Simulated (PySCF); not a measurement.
# [Er(OH)4]− at several levels of theory

Computed with PySCF 2.14.0 (density fitting, no spin-orbit coupling) at the geometry relaxed with BP86:

```xyz
9
[Er(OH)4]− (singlet in the valence; each metal's 4f electrons, 11 of them, lie in its core potential, out of spins and levels; a saddle point, relaxed within its symmetry)
Er    0.0267    0.0182   -0.0050
O     1.1742    1.3033    1.2267
H     2.0906    1.4918    1.4789
O    -1.1741   -1.2891    1.1768
H    -2.0926   -1.5200    0.9535
O     1.2792   -1.2138   -1.2056
H     1.3217   -2.1843   -1.2301
O    -1.3065    1.1363   -1.2261
H    -1.6809    2.0310   -1.1798
```

| level | basis | state | HOMO (eV) | gap (eV) | charge on Er1 (e) | population of f-type functions on Er1 (polarisation alone where 4f lies in the core) | dipole about the centre of mass (D) | largest force component (eV/Å) |
| --- | --- | --- | --- | --- | --- | --- | --- | --- |
| BP86 | Er lcecp-1-SVP with ECP57, O def2-SVP, H def2-SVP | singlet | -0.94 | 4.41 | 0.48 | 0.06 | 0.23 | 0.02 |
| B3LYP | the same | singlet | -2.22 | 5.96 | 0.67 | 0.07 | 0.25 | 0.47 |
| BP86 | Er lcecp-1-TZVP with ECP57, O def2-TZVP, H def2-TZVP | singlet | -1.38 | 4.62 | 1.32 | 0.07 | 0.24 | 0.35 |

In the lcecp rows the 4f levels are missing from HOMO and gap, and the state counts the valence alone.

Charges are Mulliken's, which hang on the basis. The relaxation used the grid (50, 194), these runs (75, 302) or, all-electron (x2c bases, spin-free X2C Hamiltonian), (99, 590).

Problem. A further run in the first row's basis gives HOMO (eV) -2.52, gap (eV) 6.55, charge on Er1 (e) 0.75, population of f-type functions on Er1 (polarisation alone where 4f lies in the core) 0.07, dipole about the centre of mass (D) 0.25, largest force component (eV/Å) 0.65. Which level was it?
A. wB97X
B. PBE0
C. BLYP

Solution. B. The others give HOMO -0.71 eV (BLYP); -5.04 eV (wB97X).

In the first row's basis the gap widens with exact exchange: 4.1 to 4.4 eV for BLYP, BP86 (none); 6.0 to 6.5 eV for B3LYP, PBE0 (a fixed share); 10.6 eV for wB97X (rising or full at long range).

An lcecp potential fixes the number of 4f electrons, so in runs with it no electron can move into or out of that shell.
